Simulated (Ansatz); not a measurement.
`CN(C)c1ccc(C#N)cc1`, one more setting.

```yaml
crystal:
  periodic: [false, false, false]
  atoms:
    - {symbol: C, position_ang: [1.107553, -2.328339, -0.450080]}
    - {symbol: N, position_ang: [0.006477, -1.577458, 0.094020]}
    - {symbol: C, position_ang: [-1.087113, -2.267226, 0.726884]}
    - {symbol: C, position_ang: [0.000671, -0.217433, 0.012570]}
    - {symbol: C, position_ang: [-1.061653, 0.540438, 0.542450]}
    - {symbol: C, position_ang: [-1.063070, 1.914170, 0.457518]}
    - {symbol: C, position_ang: [-0.011497, 2.596163, -0.156243]}
    - {symbol: C, position_ang: [-0.017625, 4.014702, -0.241397]}
    - {symbol: N, position_ang: [-0.022525, 5.165904, -0.310591]}
    - {symbol: C, position_ang: [1.046255, 1.854768, -0.684563]}
    - {symbol: C, position_ang: [1.056775, 0.480782, -0.604535]}
    - {symbol: H, position_ang: [2.057827, -2.063519, 0.027985]}
    - {symbol: H, position_ang: [1.215911, -2.170822, -1.529582]}
    - {symbol: H, position_ang: [0.933845, -3.389284, -0.282897]}
    - {symbol: H, position_ang: [-2.040387, -2.068901, 0.223344]}
    - {symbol: H, position_ang: [-0.904841, -3.339080, 0.686455]}
    - {symbol: H, position_ang: [-1.194903, -1.983315, 1.780324]}
    - {symbol: H, position_ang: [-1.894298, 0.049449, 1.026106]}
    - {symbol: H, position_ang: [-1.891014, 2.476120, 0.872580]}
    - {symbol: H, position_ang: [1.869614, 2.370187, -1.164122]}
    - {symbol: H, position_ang: [1.893990, -0.057306, -1.026227]}
basis:
  gaussian: {orbitals: def2-TZVPD}
hamiltonian: {xc: {name: LC-wPBE}}
output: {forces: true}
```

```sh
$ ansatz run in.yaml --threads 4 --pin off --events-out ev --progress --plain --max-ram 66560MiB --backend cuda --devices 0, --max-vram 37GiB
```

Shortened log:

```
Functional definition: LC-wPBE
2434 factors; their error is unknown
1076 factors; integrals over basis functions are off by at most 3.6e-5 eV
mean field evaluation 1: about -12463.5579 eV, gradient 5.8e1 eV
mean field evaluation 2: about -12466.5440 eV, gradient 4.9e1 eV
mean field evaluation 4: about -12470.9185 eV, gradient 3.9e0 eV
mean field evaluation 8: about -12470.9546 eV, gradient 1.0e-1 eV
mean field evaluation 16: about -12470.8670 eV, gradient 1.3e-2 eV
mean field -12470.86697325 eV, -458.2959082096 hartree, gradient 8.2e-5 eV, S^2 0.000000; 0 other end points of the search recorded, 0 dependent functions left out
reference -12470.86697326 eV, -458.2959082100 hartree; 39, 39 occupied and 458, 458 virtual orbitals, 2434 factors
Total energy: -12470.86697326 eV, -458.2959082100 hartree
Atom 0 at     1.107553    -2.328339    -0.450080 Å, force     0.085308    -0.017479    -0.045800 eV/Å
Atom 1 at     0.006477    -1.577458     0.094020 Å, force    -0.000019     0.025886    -0.001303 eV/Å
Atom 2 at    -1.087113    -2.267226     0.726884 Å, force    -0.085142    -0.012564     0.047680 eV/Å
Atom 3 at     0.000671    -0.217433     0.012570 Å, force    -0.001137     0.255382    -0.015492 eV/Å
Atom 4 at    -1.061653     0.540438     0.542450 Å, force     0.148510     0.046421    -0.083598 eV/Å
Atom 5 at    -1.063070     1.914170     0.457518 Å, force     0.241435    -0.026050    -0.128844 eV/Å
Atom 6 at    -0.011497     2.596163    -0.156243 Å, force     0.002461    -0.620143     0.036988 eV/Å
Atom 7 at    -0.017625     4.014702    -0.241397 Å, force    -0.004771     1.161575    -0.070045 eV/Å
Atom 8 at    -0.022525     5.165904    -0.310591 Å, force     0.003496    -0.849870     0.051254 eV/Å
Atom 9 at     1.046255     1.854768    -0.684563 Å, force    -0.240901    -0.012535     0.131937 eV/Å
Atom 10 at     1.056775     0.480782    -0.604535 Å, force    -0.149036     0.054794     0.077418 eV/Å
Atom 11 at     2.057827    -2.063519     0.027985 Å, force    -0.055253    -0.021389    -0.012614 eV/Å
Atom 12 at     1.215911    -2.170822    -1.529582 Å, force    -0.018635    -0.015907     0.055829 eV/Å
Atom 13 at     0.933845    -3.389284    -0.282897 Å, force     0.016910     0.029687    -0.011507 eV/Å
Atom 14 at    -2.040387    -2.068901     0.223344 Å, force     0.055389    -0.019424     0.014909 eV/Å
Atom 15 at    -0.904841    -3.339080     0.686455 Å, force    -0.017142     0.030693     0.007932 eV/Å
Atom 16 at    -1.194903    -1.983315     1.780324 Å, force     0.018699    -0.022166    -0.053707 eV/Å
Atom 17 at    -1.894298     0.049449     1.026106 Å, force     0.006172     0.008082    -0.003978 eV/Å
Atom 18 at    -1.891014     2.476120     0.872580 Å, force    -0.000971    -0.001707     0.000309 eV/Å
Atom 19 at     1.869614     2.370187    -1.164122 Å, force     0.000896    -0.001735    -0.000331 eV/Å
Atom 20 at     1.893990    -0.057306    -1.026227 Å, force    -0.006269     0.008447     0.002964 eV/Å
Dipole moment:     0.007138    -1.611195     0.097091 e Å
```

Hardware: 4 threads of an AMD EPYC 7R13 on a shared host and a share of an NVIDIA H100 80 GB. Wall time 8.5 s, peak host memory 1.3 GiB.
